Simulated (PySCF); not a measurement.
MgTe⁺: from constants to spectrum

ROHF-SCS-MP2 constants of MgTe⁺, ²Π (doublet), unpaired electrons π ↑ (PySCF, scalar-relativistic core potentials, basis sets Mg def2-SVPD, Te def2-SVPD with ECP28; masses 23.9850 and 129.9062 u):

```
ωe              : 313.7 cm⁻¹
ωexe            : 1.2 cm⁻¹
Be              : 0.1214 cm⁻¹
αe              : 0.000609 cm⁻¹
D (centrifugal) : 7.27e-08 cm⁻¹
De to Mg⁺ + Te  : 1.38 eV
```

(1) Give the vibrational terms G(v) and spacings up to v = 6.

(2) How well does the Morse estimate ωe²/(4ωexe) reproduce De, and what is D0?

Correlated steps freeze 5 core orbitals. Correlated levels converge slowly with the basis: in double zeta they bind strong bonds too weakly, by up to about 1 eV, and carry superposition errors of some tenths. Spin–orbit coupling is left out, which matters for elements this heavy, above all for dissociation energies. For an ion De counts to the pair picked by the measured ionisation energies or electron affinities, which need not be the lowest pair at this level. The state is the lowest determinant that a PBE0 search found; another state may lie lower at other levels.

Results:

(1) G(v) = ωe(v+½) − ωexe(v+½)².

```tsv
v	G(v) (cm⁻¹)	G(v) − G(v−1)	Bv (cm⁻¹)
0	156.5		0.1211
1	467.8	311.3	0.1205
2	776.8	308.9	0.1199
3	1083.2	306.5	0.1193
4	1387.3	304.1	0.1187
5	1689.0	301.7	0.1181
6	1988.3	299.3	0.1174
```

(2) It gives 2.54 eV, 184 % of the computed De. D0 = De − G(0) = 1.38 − 0.02 = 1.36 eV.
